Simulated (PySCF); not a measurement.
# Electronic structure of Ba (barium, neutral) at the M06-L level

Configuration: [Xe] 6s2, closed-shell 1S. Calculation: PySCF 2.14, in aug-cc-pVTZ-X2C (9s8p6d3f, 84 functions); scalar relativity by spin-free X2C-1e.

* Total energy: -8134.54 hartree
* One-electron energy: -11100.53 hartree
* Hartree (Coulomb) energy: 3165.83 hartree
* Exchange-correlation energy: -199.83 hartree
* ⟨S²⟩: 0.0000
* ⟨L²⟩: 0.000
* Sum of ⟨r⟩: 43.91 bohr
* Sum of ⟨r²⟩: 96.30 bohr²
* Langevin diamagnetic susceptibility: -76.3 ×10⁻⁶ cm³/mol

```
shell  electrons  mean orbital energy (eV)  rms radius, mean of both spins (bohr)
   1s          2                  -37235.9                                 0.0292
   2s          2                   -5909.1                                  0.119
   2p          6                   -5298.2                                  0.106
   3s          2                   -1257.8                                  0.311
   3p          6                   -1059.5                                  0.311
   3d         10                   -770.61                                  0.289
   4s          2                   -250.64                                  0.715
   4p          6                   -186.15                                  0.762
   4d         10                   -91.861                                  0.862
   5s          2                   -34.095                                   1.75
   5p          6                   -18.903                                   2.06
   6s          2                    -3.231                                   5.05
```

Spin-orbit coupling, which splits the p, d and f shells strongly at this Z, is absent.

Densities and radii are taken from the X2C orbitals without a picture-change correction, which distorts them close to the nucleus.
